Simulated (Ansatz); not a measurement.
Wavefunction ladder for C2H9BFGaSeSi

```json
{"atom": "B1", "x (Å)": "1.0918", "y (Å)": "1.2281", "z (Å)": "0.3956"}
{"atom": "C2", "x (Å)": "0.0976", "y (Å)": "0.4231", "z (Å)": "1.3493"}
{"atom": "F3", "x (Å)": "0.5098", "y (Å)": "-0.7722", "z (Å)": "1.7721"}
{"atom": "C4", "x (Å)": "-1.1777", "y (Å)": "0.7579", "z (Å)": "1.6923"}
{"atom": "Ga5", "x (Å)": "-1.7412", "y (Å)": "0.0185", "z (Å)": "-0.4054"}
{"atom": "Se6", "x (Å)": "0.3906", "y (Å)": "0.6698", "z (Å)": "-1.5456"}
{"atom": "Si7", "x (Å)": "1.2706", "y (Å)": "-1.4445", "z (Å)": "-1.7125"}
{"atom": "H8", "x (Å)": "0.8789", "y (Å)": "2.4117", "z (Å)": "0.4220"}
{"atom": "H9", "x (Å)": "2.2393", "y (Å)": "0.8897", "z (Å)": "0.4898"}
{"atom": "H10", "x (Å)": "-1.4904", "y (Å)": "1.7833", "z (Å)": "1.5414"}
{"atom": "H11", "x (Å)": "-1.7526", "y (Å)": "0.1310", "z (Å)": "2.3664"}
{"atom": "H12", "x (Å)": "-2.8591", "y (Å)": "1.0467", "z (Å)": "-0.7584"}
{"atom": "H13", "x (Å)": "-1.8158", "y (Å)": "-1.5382", "z (Å)": "-0.3037"}
{"atom": "H14", "x (Å)": "2.7066", "y (Å)": "-1.2919", "z (Å)": "-2.0463"}
{"atom": "H15", "x (Å)": "1.0986", "y (Å)": "-2.1825", "z (Å)": "-0.4423"}
{"atom": "H16", "x (Å)": "0.5530", "y (Å)": "-2.1305", "z (Å)": "-2.8148"}
```

Charge 0, multiplicity 1. Correlated methods include outer-core shells of Ga, Se, which these sets cover unevenly. Scalar relativity is left out up to krypton. The bonds changed during the relaxation, so this is another structure than the one it started from. All single points use the PBE0-D4/def2-TZVP geometry. It is one conformer, not always the lowest. Frozen core, restricted reference, Ansatz.

| basis | HF (Eh) | MP2 corr. | CCSD corr. | (T) | CCSD(T) total |
| --- | --- | --- | --- | --- | --- |
| def2-SVP | ? | -1.11447 | -1.16800 | -0.03764 | ? |
| def2-TZVPP | -4817.22637 | ? | -1.38822 | -0.05748 | ? |
| def2-QZVPP | ? | ? | – | – | – |

Q: Fill in the withheld values. (An estimate is asked.)

A: Ansatz gave: def2-SVP HF (Eh): -4816.33597; def2-SVP CCSD(T) total: -4817.54161; def2-TZVPP MP2 corr.: -1.33897; def2-TZVPP CCSD(T) total: -4818.67207; def2-QZVPP HF (Eh): -4817.33129; def2-QZVPP MP2 corr.: -1.95119.
